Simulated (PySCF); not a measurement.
**Polarisability and C₆ of Pd²⁺ (palladium, charge +2)**

[Kr] 4d7 5s1, high-spin 5F determinant (an excited configuration). All numbers are calculated (PySCF 2.14, scalar relativity by spin-free X2C-1e, in aug-cc-pVTZ-DK). Coupled (time-dependent) response in atomic units; α is the mean over directions.

```tsv
method	mean α (bohr³)	C₆ (like pair)	S(−4)
PBE0	17.62	94.30	198.5
```

S(−4) is the Cauchy moment in α(ω) = α(0) + S(−4) ω² + …

Spin-orbit coupling is absent.

α(iu) at PBE0:

```
u (hartree)  α(iu) (bohr³)
          0          17.62
     0.0500          17.15
      0.100          15.90
      0.200          12.65
      0.300          9.943
      0.500          6.755
      0.750          4.819
       1.00          3.733
       1.50          2.503
       2.00          1.806
       3.00          1.060
       5.00         0.4810
```

For an ion, C₆ is the dispersion term alone; charge-induced terms of lower order in 1/R come first.
